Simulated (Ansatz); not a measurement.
`[F][Al]([F])[O][SiH3]` + CH₃OH → `C[O][Al]([F])[F]` + `O[SiH3]`  (ligand exchange at the Al–O bond)

Gas-phase electronic energies from Ansatz, PBE0-D4/def2-TZVP geometries. CCSD(T)/CBS is the MP2 limit (def2-TZVPP, def2-QZVPP) plus CCSD(T) − MP2 in def2-TZVPP, frozen cores. This one scheme is used for every species. Functionals use def2-TZVPP. One conformer a species, not always the lowest.

```csv
level,ΔE (kJ/mol),difference from CCSD(T)/CBS
PBE-D4,21.5,-6.0
PBE0-D4,25.2,-2.3
ωB97X-V,25.3,-2.2
B2PLYP,25.5,-2.0
LC-ωPBE,24.9,-2.6
RPA@PBE/def2-TZVPP,26.6,-0.9
HF/def2-SVP,37.2,9.7
CCSD(T)/def2-TZVPP,27.3,-0.2
MP2/def2-QZVPP,26.7,-0.8
HF/CBS(def2),34.1,6.6
CCSD(T)/CBS,27.5,0
```

Largest T1 diagnostic among the species: 0.012.

From PBE to PBE0 (25 % exact exchange), in def2-TZVPP and without D4, ΔE moves by +3.6 kJ/mol. In def2-TZVPP, CCSD(T) changes the Hartree–Fock value by −5.8 kJ/mol (the triples alone add −1.2 kJ/mol) and MP2 by −6.8 kJ/mol.
